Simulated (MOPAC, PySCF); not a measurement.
C$_{2}$H$_{5}$BO$_{2}$, SMILES `BOC(C)=O` (H–B–O–C torsion 174°, B–O–C–O torsion -24°), neutral singlet in the gas phase. 

Cartesian coordinates (Å):
```xyz
10

B      1.9388     0.4671    -0.6183
O      0.5773     0.5920    -0.5947
C     -0.2592    -0.4898    -0.4282
C     -1.5928    -0.0589     0.0973
O      0.0645    -1.5992    -0.7086
H      2.5394     1.4587    -0.8725
H      2.4483    -0.5726    -0.3627
H     -2.0311     0.6625    -0.5921
H     -2.2406    -0.9223     0.2073
H     -1.4597     0.4455     1.0542
```
Charge 0, spin multiplicity 1.

All levels are single points at this geometry (M06-2X/def2-TZVP); Pople sets use spherical d functions. Orbital energies aren't observables, and empty levels follow the basis.

HF/6-31G* in PySCF gives dipole (D) = 2.34.

Question: Estimate the dipole (D) from each of these levels: B3LYP-D3(BJ)/def2-TZVP in PySCF; M06-2X/def2-TZVP in PySCF; PBE-D3(BJ)/def2-TZVP in PySCF; B3LYP/6-311+G** in PySCF; B3LYP/6-31G* in PySCF; BP86/6-31G* in PySCF; M06-2X/6-31G* in PySCF; HF/3-21G in PySCF; HF/STO-3G in PySCF; AM1 in MOPAC; PM6 in MOPAC; PM7 in MOPAC.

Answer: 
| level | dipole (D) |
|---|---|
| B3LYP-D3(BJ)/def2-TZVP in PySCF | 2.26 |
| M06-2X/def2-TZVP in PySCF | 2.23 |
| PBE-D3(BJ)/def2-TZVP in PySCF | 2.24 |
| B3LYP/6-311+G** in PySCF | 2.26 |
| B3LYP/6-31G* in PySCF | 2.19 |
| BP86/6-31G* in PySCF | 2.20 |
| M06-2X/6-31G* in PySCF | 2.17 |
| HF/3-21G in PySCF | 2.25 |
| HF/STO-3G in PySCF | 1.59 |
| AM1 in MOPAC | 2.04 |
| PM6 in MOPAC | 2.37 |
| PM7 in MOPAC | 2.22 |
